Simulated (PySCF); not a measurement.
C6H5F, SMILES C(C#CC)(=C=C)F.

Geometry optimised at B3LYP-D3(BJ)/def2-SVP. This is a generated structure with no PubChem entry under its InChIKey; it may be hypothetical.

These are PBE/def2-TZVP (PySCF) values and carry that method's errors.

```
Quantity                                                                                                         Value
---------------------------------------------------------------------------------------------  -----------------------
total energy                                                                                        -331.08944 hartree
highest occupied level                                                                                        -5.62 eV
lowest empty level                                                                                            -1.87 eV
orbital gap                                                                                                    3.75 eV
dipole moment                                                                                                   2.33 D
quadrupole, principal values (traceless, Buckingham form, about the centre of nuclear charge)  -7.68, -4.93, 12.60 D·Å
mean static polarisability                                                                       83.2 bohr³ (12.33 Å³)
polarisability, principal values                                                               46.5, 62.4, 140.7 bohr³
```
